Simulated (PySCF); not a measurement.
Ligand exchange on a metal centre used in film growth or etching (Zn NH2-Br). Gas-phase values, no solvent. One relaxed conformer stands for each flexible species; it need not be the lowest.

These are PySCF with B3LYP-D3(BJ)/def2-TZVP // PBE-D3(BJ)/def2-SVP values and carry that method's errors. B3LYP has the VWN-RPA correlation part, as in Gaussian. 

```
species                                    charge on the central atom (Mulliken) (e)  coordination number  charge on the central atom (meta-Löwdin) (e)
-----------------------------------------  -----------------------------------------  -------------------  --------------------------------------------
0 of 2 NH2 replaced by Br ([Zn(NH2)2])                                           [?]                    2                                          1.12
1 of 2 NH2 replaced by Br ([Zn(NH2)(Br)])                                       0.47                    2                                           [?]
2 of 2 NH2 replaced by Br                                                       0.51                    2                                          1.17
```

Problem. Fill in the missing entries.

Solution. 
- 0 of 2 NH2 replaced by Br ([Zn(NH2)2]), charge on the central atom (Mulliken) (e): 0.45
- 1 of 2 NH2 replaced by Br ([Zn(NH2)(Br)]), charge on the central atom (meta-Löwdin) (e): 1.14
